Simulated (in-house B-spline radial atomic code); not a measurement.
A fraction x of an electron is removed from 3d in Zn IV (Zn3+), starting from [Ar] 3d9 and keeping the highest spin. Method: non-relativistic BLYP, spin-polarised, spherical fractional occupations, point nucleus. Calculated with a radial B-spline atomic code at the basis-set limit.

| x | E(x) - E(0) (eV) | 3d down level (eV) |
| --- | --- | --- |
| 0 | 0.0000 | -50.437 |
| 0.1 | 5.1476 | -52.519 |
| 0.18 | 9.4164 | -54.203 |
| 0.29 | 15.5073 | -56.545 |
| 0.43 | 23.6348 | -59.569 |
| 0.5 | 27.8580 | -61.098 |
| 0.62 | 35.3485 | -63.747 |
| 0.64 | 36.6279 | -64.192 |
| 0.77 | 45.1618 | -67.106 |
| 0.98 | 59.7551 | -71.894 |
| 1 | 61.1976 | -72.355 |

The exact functional would give a straight line between the two integer points. Deviations E(x) - E(0) - x[E(1) - E(0)], in eV: -0.972 at x = 0.1, -1.599 at x = 0.18, -2.24 at x = 0.29, -2.68 at x = 0.43, -2.741 at x = 0.5, -2.594 at x = 0.62, -2.539 at x = 0.64, -1.96 at x = 0.77, -0.219 at x = 0.98.

The curve lies below the straight line by up to 2.741 eV (at x = 0.5): convex, the delocalisation error that favours fractional charges.

(1) How well does Slater's transition state (minus the level at half occupation) give the ionisation energy?

## Answers

(1) It gives 61.098 eV against 61.198 eV from the two total energies; NIST lists 59.57 eV, ground level to ground level.
